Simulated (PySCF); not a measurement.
PW91 on K⁻ (potassium, charge -1), [Ar] 4s2, closed-shell 1S. Computed with PySCF 2.14 in dyall-av2z (17s13p2d, 66 functions), with the non-relativistic Hamiltonian (point nucleus).

```
cycle= 1 E= -599.930100694173  delta_E= -0.0115  |g|= 0.036  |ddm|= 0.433
cycle= 2 E= -599.9280269712  delta_E= 0.00207  |g|= 0.046  |ddm|= 0.708
cycle= 3 E= -599.931911991317  delta_E= -0.00389  |g|= 0.00197  |ddm|= 0.469
cycle= 4 E= -599.931926844299  delta_E= -1.49e-05  |g|= 0.000705  |ddm|= 0.0434
cycle= 5 E= -599.931929063874  delta_E= -2.22e-06  |g|= 0.000298  |ddm|= 0.0254
cycle= 6 E= -599.93192957914  delta_E= -5.15e-07  |g|= 7.81e-05  |ddm|= 0.0049
cycle= 7 E= -599.931929609345  delta_E= -3.02e-08  |g|= 5.36e-06  |ddm|= 0.00161
cycle= 8 E= -599.931929609412  delta_E= -6.71e-11  |g|= 5.52e-07  |ddm|= 7.02e-05
converged SCF energy = -599.931929609412  <S^2> = -1.0658141e-14  2S+1 = 1
```

Highest occupied orbital energy: 0.699 eV; ⟨L²⟩ = 0.00; populations by l: s 8.00, p 12.00, d 0.00.

Problem. Can this result be used?

Solution. With care. The calculation finished and met its thresholds. At PW91 the highest occupied level has a positive energy, so only the finite basis holds that electron; in a semilocal or global hybrid functional this comes from self-interaction and does not mean that the real anion is unbound.
